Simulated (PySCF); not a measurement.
## Ga: excitation energy

Ga [Ar] 3d10 4s2 4p1 (2P) → Ga [Ar] 3d10 4s2 4d1 (2D), as a difference of total energies. Computed with PySCF 2.14 in aug-cc-pVTZ-PP with one added diffuse shell each of s, d, f type with ECP10MDF (7s5p5d3f, 68 functions), with scalar relativity through the core potential. Correlated levels: valence: 3s2 3p6 3d10 frozen. The calculations carry no spin-orbit coupling.

| method | excitation energy (cm⁻¹) | error (cm⁻¹) |
| --- | --- | --- |
| UHF | 32238 | -1996 |
| LDA | 32739 | -1496 |
| PBE | 31465 | -2770 |
| PBE0 | 32518 | -1716 |
| r2SCAN | 34374 | +139 |
| BP86 | 31706 | -2529 |
| CAM-B3LYP | 33858 | -377 |
| wB97X-V | 34336 | +101 |
| B2PLYP | 32644 | -1590 |
| MP2 (valence) | 33354 | -880 |
| SCS-MP2 (valence) | 33296 | -939 |

Reference: 34235 cm⁻¹ (measured; NIST levels, between the centres of gravity of the two terms).

Errors of the correlated levels include the incompleteness of this basis and the frozen core.
